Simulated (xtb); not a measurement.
C3H7Si, doublet, geometry from GFN2-xTB of the parent state (the spin is typed, not shown lowest); GFN1-xTB (xtb 6.7.1).

The xtb input:
```
$ xtb mol.xyz --gfn 1 --chrg 0 --uhf 1 --json

# file mol.xyz
11

C      0.11008184    -1.24403197     0.51600597
C      1.21992691    -0.18829585     0.21906911
Si    -0.09074557     1.02551324    -0.42536765
C     -1.16186206    -0.46789349     0.05310847
H      0.06694008    -1.50207124     1.56988077
H      0.25692331    -2.15790036    -0.05177896
H      1.96256275    -0.52504064    -0.50385796
H      1.77426284     0.12497761     1.10343330
H     -0.20921425     2.36432470    -0.98068674
H     -1.88910843    -0.30506467     0.84817330
H     -1.70080852    -0.95508291    -0.75911796
```

Task: What does xtb print? Leave out banner, timings and long lists.

Result: 
```
   ID    Z sym.   atoms
    1    6 C      1, 2, 4
    2   14 Si     3
    3    1 H      5-11

           -------------------------------------------------
          |                Calculation Setup                |
           -------------------------------------------------

molecular fragmentation (1/2 indicates fragments):
11111211211
# atoms in fragment 1/2:     9     2
 fragment masses (1/2) :       69.16        2.02
CMA distance (Bohr)    :   0.979
constraining FC (au)   :  0.0500

           -------------------------------------------------
          |                 G F N 1 - x T B                 |
           -------------------------------------------------

          ...................................................
          :                      SETUP                      :
          :.................................................:
          :  # basis functions                  36          :
          :  # atomic orbitals                  35          :
          :  # shells                           23          :
          :  # electrons                        23          :
          :  # halogen bonds                     0          :
          :  max. iterations                   250          :
          :  Hamiltonian                  GFN1-xTB          :
          :  restarted?                      false          :
          :  GBSA solvation                  false          :
          :  PC potential                    false          :
          :  electronic temp.          300.0000000     K    :
          :  accuracy                    1.0000000          :
          :  -> integral cutoff          0.2500000E+02      :
          :  -> integral neglect         0.1000000E-07      :
          :  -> SCF convergence          0.1000000E-05 Eh   :
          :  -> wf. convergence          0.2000000E-04 e    :
          :  Broyden damping             0.4000000          :
          :  net charge                          0          :
          :  unpaired electrons                  1          :
          ...................................................

 iter      E             dE          RMSdq      gap      omega  full diag
   1    -11.9481671 -0.119482E+02  0.771E+00    0.95       0.0  T
   2    -11.9683046 -0.201375E-01  0.475E+00    0.69       1.0  T
   3    -11.9684502 -0.145596E-03  0.401E-01    0.46       1.0  T
   4    -11.9691984 -0.748247E-03  0.870E-02    0.53       1.0  T
[...]
         :: total energy             -11.819062780814 Eh    ::
[...]
                  HL-Gap            0.0200713 Eh            0.5462 eV
             Fermi-level           -0.3079027 Eh           -8.3785 eV

  Mulliken/CM5 charges         n(s)   n(p)   n(d)
     1C    -0.01133 -0.11090   1.023  2.988  0.000
     2C    -0.11805 -0.18686   1.036  3.082  0.000
     3Si    0.01782 -0.16720   1.379  2.175  0.429
     4C    -0.11805 -0.18686   1.036  3.082  0.000
     5H     0.03098  0.08632   0.969  0.000  0.000
     6H     0.03098  0.08632   0.969  0.000  0.000
     7H     0.04268  0.09896   0.957  0.000  0.000
     8H     0.04268  0.09896   0.957  0.000  0.000
     9H    -0.00309  0.08333   1.003  0.000  0.000
    10H     0.04268  0.09896   0.957  0.000  0.000
    11H     0.04268  0.09896   0.957  0.000  0.000

Wiberg/Mayer (AO) data.
largest (>0.10) Wiberg bond orders for each atom

 ---------------------------------------------------------------------------
     #   Z sym  total        # sym  WBO       # sym  WBO       # sym  WBO
 ---------------------------------------------------------------------------
     1   6 C    3.996 --     5 H    0.980     6 H    0.980     4 C    0.962
                             2 C    0.962     3 Si   0.107
     2   6 C    3.978 --     3 Si   1.013     1 C    0.962     7 H    0.947
                             8 H    0.947
     3  14 Si   3.226 --     2 C    1.013     4 C    1.013     9 H    0.889
                             1 C    0.107
     4   6 C    3.978 --     3 Si   1.013     1 C    0.962    10 H    0.947
                            11 H    0.947
     5   1 H    1.006 --     1 C    0.980
     6   1 H    1.006 --     1 C    0.980
     7   1 H    1.011 --     2 C    0.947
     8   1 H    1.011 --     2 C    0.947
     9   1 H    1.004 --     3 Si   0.889
    10   1 H    1.011 --     4 C    0.947
    11   1 H    1.011 --     4 C    0.947
 ---------------------------------------------------------------------------

Topologies differ in total number of bonds
Writing topology from bond orders to xtbtopo.mol

 dipole moment from electron density (au)
     X       Y       Z
   0.0242  -0.2734   0.1134  total (Debye):    0.755

           -------------------------------------------------
          | TOTAL ENERGY              -11.819062780814 Eh   |
          | GRADIENT NORM               0.031283541512 Eh/α |
          | HOMO-LUMO GAP               0.546168854616 eV   |
           -------------------------------------------------

normal termination of xtb
```
